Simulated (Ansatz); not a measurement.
Molecule: CdCl₂, charge 0, multiplicity 3. The spin state was set by rule; other spins were not relaxed. 
Structure (B3LYP-D3(BJ)/def2-TZVP (Ansatz, a quantum-chemistry and plane-wave program) minimum search):
```xyz
3

Cd    -0.2511    -0.7978    -0.3811
Cl     1.3083     1.2867    -0.4263
Cl    -0.5993     0.9659     1.5023
```
Charge 0, spin multiplicity 3.

Computed values are from Ansatz. Cores are frozen in the correlated levels unless marked. Open shells are spin-unrestricted. Spin-orbit coupling is left out. The frozen core is the preceding noble-gas configuration, with the filled d and f shells of earlier blocks. In def2 rows, elements after Kr have scalar-relativistic effective core potentials. CBS(X,Y): correlation extrapolated as X^-3; Hartree-Fock from the larger set. [CCSD(T)-MP2]/basis is that difference in the basis named.

```
Property                                                                                        Value
---------------------  ------------------------------------------------------------------------------
atomisation energy De   239.1 kJ/mol at RI-MP2/CBS(def2-TZVPPD,def2-QZVPPD)+[CCSD(T)-MP2]/def2-TZVPPD
total energy           -1086.8871 Eh at RI-MP2/CBS(def2-TZVPPD,def2-QZVPPD)+[CCSD(T)-MP2]/def2-TZVPPD
dipole moment                                                             3.44 D at CCSD(T)/def2-SVPD
T1 diagnostic                                                               0.017 at CCSD/def2-TZVPPD
```
